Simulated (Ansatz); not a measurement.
## What each rung costs, and what it gives

Saddle point of AlN2H9O, singlet (AlH₃O ([OH][AlH2]) + NH₃ + NH₃ → AlNH₄ ([NH2][AlH2]) + H₂O + NH₃ (still joined by a long Al–O bond); bonds formed: O2–H7, H5–N8; bonds broken: H5–N6, H7–N8; bonds weakened to dative contacts: Al1–O2), PBE0-D4/def2-TZVP structure:

```xyz
13
angstrom
Al -1.1868 0.2239 -1.0178
O 0.3738 -0.7891 -1.2187
H -1.1522 1.3844 -2.1218
H -2.3702 -0.8652 -1.0526
H 0.7026 0.2512 1.1056
N -0.8843 0.9245 0.7060
H 1.0786 -0.7356 -0.2263
N 1.5418 -0.3718 0.8907
H 0.2945 -1.6466 -1.6384
H -0.8848 1.9373 0.7433
H -1.5533 0.6181 1.4032
H 1.6439 -1.0990 1.5870
H 2.3964 0.1680 0.8399
```

Barriers are electronic and count from the start structure reached by relaxing down the imaginary mode.

Ansatz 0.2.0; basis: as named in each row; cores frozen in the correlated methods. B3LYP uses VWN-RPA correlation. Extrapolation: Hartree–Fock as exp(−7.88 √X), correlation as X^−2.97.

Times are rough, for one single point on 4 threads of a shared host (Arm Neoverse V2).

The estimate by CCSD(T) at an estimated basis limit (MP2 extrapolated from triple and quadruple zeta, plus CCSD(T) − MP2 in triple zeta) is 18.81 kcal/mol.

```
      method       basis  time (s)  barrier (kcal/mol)  method less estimate
          HF      STO-3G   under 1                2.77                -16.04
      PBE-D4      STO-3G   under 1              -20.25                -39.06
       SPW92    def2-SVP   under 1                4.78                -14.03
    B3LYP-D4       6-31G   under 1                8.07                -10.73
      PBE-D4    def2-SVP   under 1               10.52                 -8.28
     PBE0-D4    def2-SVP   under 1               12.74                 -6.07
       SPW92  def2-TZVPP         1                7.86                -10.95
      PBE-D4  def2-TZVPP         2               13.51                 -5.30
     BLYP-D4  def2-TZVPP         2               15.78                 -3.03
    BHLYP-D4  def2-TZVPP         2               19.79                  0.99
    B3LYP-D4  def2-TZVPP         2               17.17                 -1.64
     PBE0-D4  def2-TZVPP         2               15.54                 -3.27
CAM-B3LYP-D4  def2-TZVPP         2               17.24                 -1.57
     wB97M-V    def2-SVP         4               14.72                 -4.09
   r2SCAN-D4  def2-TZVPP         4               15.09                 -3.72
  r2SCAN0-D4  def2-TZVPP         4               16.48                 -2.33
     CCSD(T)    def2-SVP         4               17.21                 -1.60
      B2PLYP  def2-TZVPP         4               18.06                 -0.75
    PBE-QIDH  def2-TZVPP         4               17.23                 -1.58
  RPA on PBE  def2-TZVPP         5               18.86                  0.06
     wB97X-V  def2-TZVPP         6               18.00                 -0.81
     wB97M-V  def2-TZVPP         7               18.02                 -0.79
      B97M-V  def2-TZVPP         8               19.16                  0.36
         MP2  def2-QZVPP        20               17.79                 -1.02
     CCSD(T)  def2-TZVPP       130               18.72                 -0.09
```

All methods are single points on the PBE0-D4 structures; a negative value means that the method puts the saddle structure below the start.

The T1 diagnostic stays at or below 0.010.

Labels in which every atom is bracketed show which atoms are joined, not bond orders.
